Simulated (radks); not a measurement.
Ionisation ladder of thallium, from Tl XLV to Tl LXVI. Each ion is in the ground configuration listed by NIST, and IE = E(next ion) - E(this ion). Method: scalar-relativistic Kohn-Sham, exchange-only LDA, spin-polarised, spherical densities, point nucleus; open shells are filled with parallel spins first (spin-orbit coupling, left out, can overturn this in heavy ions); computed with a radial shooting solver on a logarithmic mesh with Libxc functionals.

species        configuration  IE, Delta-SCF (eV)  -e(HOMO) (eV)     HOMO  <r> HOMO (bohr)
Tl XLV              [Kr] 4d1                   ?         2156.0    4d up            0.364
Tl XLVI                 [Kr]              2490.3         2461.3       4p            0.365
Tl XLVII   [Ar] 3d10 4s2 4p5              2551.3         2522.5  4p down            0.363
Tl XLVIII  [Ar] 3d10 4s2 4p4              2611.5         2583.2  4p down            0.361
Tl XLIX    [Ar] 3d10 4s2 4p3                   ?         2659.3    4p up            0.359
Tl L       [Ar] 3d10 4s2 4p2              2751.5         2721.9    4p up            0.357
Tl LI      [Ar] 3d10 4s2 4p1              2813.1         2784.0    4p up            0.356
Tl LII         [Ar] 3d10 4s2                   ?         3079.4       4s            0.344
Tl LIII        [Ar] 3d10 4s1              3178.3         3149.7    4s up            0.343
Tl LIV             [Ar] 3d10                   ?         5204.6       3d            0.157
Tl LV               [Ar] 3d9              5415.8         5347.1  3d down            0.156
Tl LVI              [Ar] 3d8              5559.7         5490.6  3d down            0.155
Tl LVII             [Ar] 3d7              5704.5         5635.0  3d down            0.154
Tl LVIII            [Ar] 3d6              5849.9         5780.2  3d down            0.153
Tl LIX              [Ar] 3d5              6037.7         5965.5    3d up            0.152
Tl LX               [Ar] 3d4              6188.8         6116.1    3d up            0.151
Tl LXI              [Ar] 3d3              6340.8         6267.7    3d up            0.150
Tl LXII             [Ar] 3d2              6493.6         6420.2    3d up            0.149
Tl LXIII            [Ar] 3d1              6647.0         6573.3    3d up            0.148
Tl LXIV                 [Ar]              7300.4         7237.0       3p            0.166
Tl LXV          [Ne] 3s2 3p5              7435.6         7372.6  3p down            0.165
Tl LXVI         [Ne] 3s2 3p4              7568.7         7506.8  3p down            0.164

Estimate the withheld Delta-SCF values.

Answer. Tl XLV: 2185.8 eV (NIST 2202); Tl XLIX: 2689.0 eV (NIST 2635); Tl LII: 3107.8 eV (NIST 3094); Tl LIV: 5272.8 eV (NIST 5234).
